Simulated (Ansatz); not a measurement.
A structure relaxed at PBE0-D4/def2-SVP in Ansatz, charge 0, doublet:

Cartesian coordinates in Å:
```
Cs -2.097 -0.292 1.727
Cs 2.183 1.543 0.569
Cs -0.089 -1.294 -2.373
Br -0.961 1.709 -0.844
Br 0.964 -1.667 0.921
```

Q: Give its formula.

A: the cluster Cs₃Br₂.

Q: Summarise the bond lengths by kind (pairs closer than 1.2 times the sum of covalent radii, bridged metal pairs left out).

A: 6 × Br–Cs 3.45 to 3.48 Å.

In the def2 sets Cs takes a core potential; there is no spin–orbit coupling. The relaxation made no stability test and no search for a lower SCF solution. The structure comes from a short search, and lower isomers may exist.
